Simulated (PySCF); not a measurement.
Cartesian coordinates in Å; atom numbers follow the order of the lines, from 1:
```xyz
16

Si   -0.1937    0.5014   -1.8166
N    -0.3210    0.4977   -0.1205
C     0.3456    1.5227    0.6569
C    -0.7342   -0.6850    0.6217
C     0.4025   -1.6293    0.9859
H    -0.2897    1.8228    1.5081
H     1.3214    1.1933    1.0566
H     0.5180    2.4184    0.0438
H    -1.2536   -0.3422    1.5347
H    -1.4872   -1.2243    0.0279
H     0.0235   -2.4864    1.5632
H     0.8943   -2.0182    0.0807
H     1.1702   -1.1301    1.5966
Cl    1.6492   -0.1064   -2.5097
Cl   -0.4886    2.3958   -2.5473
Cl   -1.5913   -0.7643   -2.6157
```

Averaged over atoms made equivalent by symmetry, fast rotation or ring inversion, one conformer, gas phase, no relativistic terms. Shielding tensors at PBE0/pcSseg-1 (GIAO); PBE0-D3(BJ)/def2-SVP geometry; PySCF 2.14.

Referencing at the same level of theory: 13C and 1H and 29Si against TMS; NH3 for 15N; 35Cl against HCl.

```tsv
atoms	nucleus	count	Hirshfeld charge	δ (ppm)
H6/H7/H8	1H	3	0.04	2.60
Cl14/Cl15/Cl16	35Cl	3	-0.11	138
C5	13C	1	-0.12	?
H11/H12/H13	1H	3	0.04	1.08
Si1	29Si	1	0.39	-0.3
N2	15N	1	-0.17	67.3
H9/H10	1H	2	0.04	?
C4	13C	1	-0.02	?
C3	13C	1	-0.07	33.4
```

Estimate the values marked ?.

Results:


- C4: 46.8 ppm, carbon bonded to C, N, 2 H
- C5: 14.3 ppm, carbon bonded to C, 3 H
- H9/H10: 2.96 ppm, hydrogen on a carbon bonded to C, N

Shifts are as computed. Against solution values, carbons near 30 ppm lie about +2 ppm off and those near 130 ppm about +5 ppm. Of 1211 compounds with measured shifts, 218 miss one by over three times the rms of a fit or turn the order of signals round; such compounds aren't used in these exercises. The averaged Cl atoms aren't alike in the static structure (σ from 765 to 833 ppm); the average presumes fast exchange among these sites. Experimental scales use liquid or dissolved standards, which lie at an offset from isolated NH3 (liquid NH3: subtract about 20 ppm).
